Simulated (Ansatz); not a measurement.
A run for Ansatz (an electronic-structure program): U-B3LYP/def2-TZVPP on AlH2I (SMILES [AlH2][I]), a point of a bond scan (R = 1.728 Å). Elements past Kr take the def2 small-core potentials; no spin–orbit coupling.

Ansatz 0.2 input:
```yaml
crystal:
  periodic: [false, false, false]
  atoms:
    - {symbol: Al, position_ang: [-1.02948799, -1.59301317, 0.26750098]}
    - {symbol: H, position_ang: [-0.46831210, -2.72690210, 1.44415877]}
    - {symbol: H, position_ang: [-2.32698290, -1.78051460, -0.59760769]}
    - {symbol: I, position_ang: [0.30621990, 0.47383976, -0.07956783]}
basis:
  gaussian:
    orbitals: def2-TZVPP
hamiltonian:
  xc: {name: B3LYP}
magnetization: {spin_polarized: true, initial_magnetization: 0}
```

Program output:

```
WARN ansatz: RAYON_NUM_THREADS=1 ignored (pool sized by the plan → 1); use --threads N
Functional definition: B3LYP
integrals: 0.04 GiB planned
822 factors; their error is unknown
mean field: 0.48 GiB planned
mean field evaluation 1: about -14734.3232 eV, gradient 8.6e0 eV
mean field evaluation 2: about -14734.7152 eV, gradient 5.3e0 eV
mean field evaluation 4: about -14734.8487 eV, gradient 5.6e-1 eV
mean field evaluation 8: about -14735.0752 eV, gradient 5.9e-2 eV
mean field -14735.07522406 eV, -541.5040266915 hartree, gradient 3.0e-5 eV, S^2 0.000000; 0 other end points of the search recorded, 0 dependent functions left out
reference -14735.07545052 eV, -541.5040350138 hartree; 20, 20 occupied and 100, 100 virtual orbitals, 822 factors
Total energy: -14735.07545052 eV, -541.5040350138 hartree
```

The run converged.

Cost: very roughly 2.6 core-seconds.
